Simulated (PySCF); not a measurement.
TiOCl2, SMILES [Cl][Ti](=[O])[Cl], multiplicity 1. Atoms are numbered in the order given.

```xyz
4

Ti    -0.1061     0.3093     0.0000
O      0.1100     1.8814     0.0000
Cl     0.0428    -0.6428    -2.0036
Cl     0.0428    -0.6428     2.0036
```

The structure is a stationary point at TPSSh-D3(BJ)/def2-SVP. The spin state was assumed, not searched.

Two levels are set side by side: PBE/pcSseg-1 (PySCF) and HF/pcSseg-1 (PySCF). GIAO shifts against H2O (¹⁷O), HCl (³⁵Cl) at the same level; non-relativistic, no solvent, atoms listed together averaged. Without spin–orbit terms, shifts of atoms bonded to Cl or Br come out too high at both levels. Differences are taken from unrounded values.

```tsv
quantity	HF	PBE	PBE minus HF
δ(¹⁷O) of O2 (ppm)	2342.1	1246.8	-1095.2
δ(³⁵Cl) of Cl3, Cl4 (ppm)	350.1	777.5	427.5
```

Rough cost on one machine, each run with all the roots and properties that it gave: HF against PBE within a factor of 2.
